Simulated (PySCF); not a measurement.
How the method changes the constants of PPb

State: ²Π (doublet), unpaired electrons π ↑. Set-up: PySCF, scalar-relativistic core potentials, basis sets P def2-SVPD, Pb def2-SVPD with ECP60. De refers to P + Pb in their high-spin ground configurations, without counterpoise correction. The functionals are run spin-unrestricted. A positive dipole means P(−)Pb(+). Levels whose curve was spin-contaminated or gave no clean fit are not listed.

```tsv
Level	Re (Å)	ωe (cm⁻¹)	De (eV)	μ (D)
UHF-CCSD	2.463	354	1.74	n/a
PBE	2.466	357	2.92	2.68
BLYP	2.491	344	2.92	2.59
r²SCAN	2.448	359	2.53	2.81
PBE0	2.433	370	2.53	2.88
B97-3	2.448	371	2.75	3.06
```

Problem. What does the step from GGA to meta-GGA do here, going from PBE to r²SCAN?

Solution. r²SCAN less PBE: -1.8 pm in Re, +0.6 % in ωe, -0.39 eV in De. 

Correlated steps freeze 9 core orbitals. Correlated levels converge slowly with the basis: in double zeta they bind strong bonds too weakly, by up to about 1 eV, and carry superposition errors of some tenths. Spin–orbit coupling is left out, which matters for elements this heavy, above all for dissociation energies. The state is the lowest determinant that a PBE0 search found; another state may lie lower at other levels.

The whole job (state search and all levels along the bond) took about 2.9 min on 1 thread of Arm Neoverse V2 (shared host), peak memory 0.68 GiB.
